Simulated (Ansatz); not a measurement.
C4H14N3OTa (`CC(C)(C)[N]=[Ta]([NH2])([NH2])[OH]`), relaxed with RKS PBE0-D4/def2-TZVP in Ansatz from a PBE-D4/def2-SVP geometry. The force threshold is 0.005 eV/Å; the program also tests the step.

Charge 0, multiplicity 1. Ta takes the def2 core potential.

Start:

```xyz
23

C     0.095    1.743    1.483
C    -0.750    0.719    0.695
C    -1.544   -0.169    1.678
C    -1.727    1.460   -0.243
N     0.124   -0.113   -0.093
Ta    1.250   -0.943   -1.211
N     2.663   -1.741   -0.029
N     0.130   -2.344   -2.113
O     2.082    0.182   -2.552
H     0.808    1.222    2.153
H     0.680    2.376    0.786
H    -0.548    2.402    2.101
H    -2.147   -0.916    1.124
H    -2.229    0.441    2.302
H    -0.853   -0.717    2.350
H    -2.422    2.108    0.331
H    -2.327    0.734   -0.828
H    -1.167    2.095   -0.959
H     2.675   -1.772    0.994
H     3.463   -2.276   -0.387
H    -0.836   -2.603   -1.897
H     0.496   -2.986   -2.825
H     2.083    1.099   -2.862
```

Task: By how much does the energy fall, and how many steps does the optimiser take? (Best estimate.)

Result: The calculation gave: 11.68 kJ/mol, in 36 steps, 2 of them rejected.

Task: Which bonds change most? (Best estimate.)

Result: The calculation gave: N5–Ta6 from 1.791 to 1.769 Å; N7–H20 from 1.027 to 1.010 Å; N8–H22 from 1.027 to 1.010 Å; C4–H18 from 1.109 to 1.092 Å.

Task: Give the relaxed structure. (Best estimate.)

Result: Computed: 
```xyz
23

C     0.043    1.205    1.880
C    -0.743    0.722    0.661
C    -1.930   -0.128    1.115
C    -1.244    1.923   -0.141
N     0.114   -0.077   -0.159
Ta    1.160   -0.989   -1.256
N     2.942   -1.047   -0.358
N     0.305   -2.787   -1.422
O     1.345   -0.202   -3.003
H     0.412    0.353    2.454
H     0.900    1.804    1.564
H    -0.586    1.817    2.532
H    -2.491   -0.488    0.249
H    -2.605    0.451    1.750
H    -1.579   -0.994    1.681
H    -1.904    2.551    0.464
H    -1.799    1.586   -1.020
H    -0.401    2.531   -0.478
H     3.148   -0.689    0.561
H     3.764   -1.489   -0.745
H    -0.506   -3.100   -0.913
H     0.659   -3.538   -1.996
H     0.996    0.583   -3.421
```
